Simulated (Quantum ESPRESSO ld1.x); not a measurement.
Task: These are the eigenvalues of the occupied orbitals of an atom or ion with whole-number occupations (eV). Method: Dirac Kohn-Sham, PBE, spin-unpolarised, spherical densities, point nucleus; computed with ld1.x of Quantum ESPRESSO 7.5.

orbital  eigenvalue
1s1/2      -5389.28
2s1/2      -623.580
2p1/2      -529.346
2p3/2      -522.212
3s1/2      -88.2428
3p1/2      -62.3150
3p3/2      -61.4391
3d3/2      -21.3572
4p1/2       -9.2445

Which element is it, and in what charge state? The configuration may be excited. Open shells, if any, fill j = l - 1/2 first.

Result: Z = 23, vanadium, charge +1: V+ in [Ne] 3s2 3p4 3d4 4p2. The list shows which subshells hold electrons but not how many an open one holds; the 1s level, -198.05 hartree, gives Z - s = 19.9 by -(Z - s)^2/2, which with screening and relativity narrows Z to a few neighbours, and the depths of the outer levels then fix element, charge and occupations together.
